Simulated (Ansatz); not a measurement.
Ansatz (a program for electronic structure) input for C₂H₆N₂Si, SMILES C#C[SiH](N)N, PBE0/def2-SVPD. Geometry optimised at r2SCAN-D4/def2-SVP. The structure was generated by enumeration, and PubChem lists no compound with its InChIKey, so it may never have been made. The values are those of a single conformer.

Ansatz 0.2 input:
```yaml
crystal:
  periodic: [false, false, false]
  atoms:
    - {symbol: C, position_ang: [2.58788391, -0.30064054, 0.09471763]}
    - {symbol: C, position_ang: [1.38035459, -0.13246366, 0.18260204]}
    - {symbol: Si, position_ang: [-0.45270233, 0.06402627, 0.34000504]}
    - {symbol: N, position_ang: [-1.41932645, -1.23251620, -0.25218202]}
    - {symbol: N, position_ang: [-0.80502473, 1.45767342, -0.60716955]}
    - {symbol: H, position_ang: [3.65050487, -0.44832897, 0.01607819]}
    - {symbol: H, position_ang: [-0.74620604, 0.10010814, 1.80629603]}
    - {symbol: H, position_ang: [-1.34600333, -1.50876860, -1.22728298]}
    - {symbol: H, position_ang: [-1.59646856, -2.03633333, 0.34202591]}
    - {symbol: H, position_ang: [-0.11262999, 2.19333266, -0.70178830]}
    - {symbol: H, position_ang: [-1.75033697, 1.82614676, -0.64385640]}
basis:
  gaussian:
    orbitals: def2-SVPD
hamiltonian:
  xc: {name: PBE0}
```

Program output:

```
WARN ansatz: RAYON_NUM_THREADS=1 ignored (pool sized by the plan → 1); use --threads N
Functional definition: PBE0
integrals: 0.08 GiB planned
1317 factors; their error is unknown
mean field: 0.68 GiB planned
mean field evaluation 1: about -13003.0291 eV, gradient 7.2e1 eV
mean field evaluation 2: about -12993.9698 eV, gradient 9.4e1 eV
mean field evaluation 4: about -13013.9007 eV, gradient 5.4e0 eV
mean field evaluation 8: about -13013.9762 eV, gradient 2.9e-1 eV
mean field evaluation 16: about -13014.0330 eV, gradient 2.0e-4 eV
mean field -13014.03300301 eV, -478.2568916323 hartree, gradient 1.8e-5 eV, S^2 0.000000; 0 other end points of the search recorded, 0 dependent functions left out
reference -13014.03303733 eV, -478.2568928933 hartree; 23, 23 occupied and 129, 129 virtual orbitals, 1317 factors
Total energy: -13014.03303733 eV, -478.2568928933 hartree
```

The run converged.

Cost: very roughly 5 core-seconds.
